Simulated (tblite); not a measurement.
Compound: C₇H₅FO₂.
SMILES: `CC1=C(F)C(=O)C(=O)C=C1`

Computed values, GFN2-xTB/tblite, gas phase, harmonic and unscaled. Errors from tens to a few hundred cm⁻¹ against measured bands are possible.

Harmonic wavenumbers (cm⁻¹): 47.7, 99.4, 107.7, 225.4, 274.4, 283.9, 291.7, 328.9, 415.0, 453.8, 483.6, 497.2, 594.2, 659.0, 726.4, 733.5, 823.5, 923.5, 930.2, 981.7, 1021.3, 1078.7, 1143.8, 1171.7, 1235.4, 1244.5, 1362.8, 1396.1, 1455.8, 1461.5, 1578.6, 1646.3, 1701.8, 1721.0, 3006.9, 3020.5, 3070.0, 3076.7, 3092.9.

A = 2117, B = 1279, C = 801.4 MHz; mass 140.027 u (most abundant isotopes); point group Cs, symmetry number 1.

Problem. Zero-point energy?

Solution. Half the sum of the wavenumbers: 22183 cm⁻¹ = 63.42 kcal/mol.

Problem. Give the ideal-gas entropy at 200 K and 1 bar in the rigid-rotor, harmonic-oscillator model (classical rotation).

Solution. Translation 38.76, rotation 28.19, vibration 15.73: S = 82.7 cal/(mol K).

Problem. And Cp and H(200 K) − H(0)?

Solution. Cp = 26.52 cal/(mol K), of which vibrations give 18.58 (their classical limit is 39 R = 77.5); H(200 K) − H(0) = 3.36 kcal/mol without the zero-point energy, 1.77 from vibrations.

Problem. Which modes carry the vibrational entropy at 200 K?

Solution. 47.7 cm⁻¹: 4.12; 99.4 cm⁻¹: 2.70; 107.7 cm⁻¹: 2.54; 225.4 cm⁻¹: 1.23; 274.4 cm⁻¹: 0.93; 283.9 cm⁻¹: 0.88 cal/(mol K); the other 33 give 3.33 together.

Problem. Blend soft modes into free rotors: weight 1/[1 + (100 cm⁻¹/ν̃)⁴] for the oscillator and the rest for a rotor with moment μB/(μ + B), μ = h/(8π²ν), B = 10⁻⁴⁴ kg m². What vibrational entropy results?

Solution. 14.71 cal/(mol K) in place of 15.73, which changes −T·S at 200 K by +0.20 kcal/mol.

Problem. How do the functions run with temperature in this model?

Solution. 
| T (K) | S (cal/(mol K)) | Cp (cal/(mol K)) | H − H(0) (kcal/mol) | G − H(0) (kcal/mol) | ln q(vib) |
| --- | --- | --- | --- | --- | --- |
| 150 | 75.8 | 21.8 | 2.15 | -9.21 | 2.36 |
| 250 | 89.1 | 31.0 | 4.80 | -17.47 | 4.58 |
| 298.15 | 94.9 | 35.2 | 6.40 | -21.90 | 5.68 |
| 400 | 106.4 | 43.2 | 10.40 | -32.16 | 8.00 |
| 600 | 126.3 | 55.1 | 20.30 | -55.49 | 12.45 |
| 900 | 150.9 | 65.9 | 38.60 | -97.21 | 18.65 |

q(vib) and H(0) count from the zero-point level.

Hindered rotation and anharmonicity are outside this model.

Run on one thread, Arm Neoverse N1, shared host. The figure is for the frequency step alone.
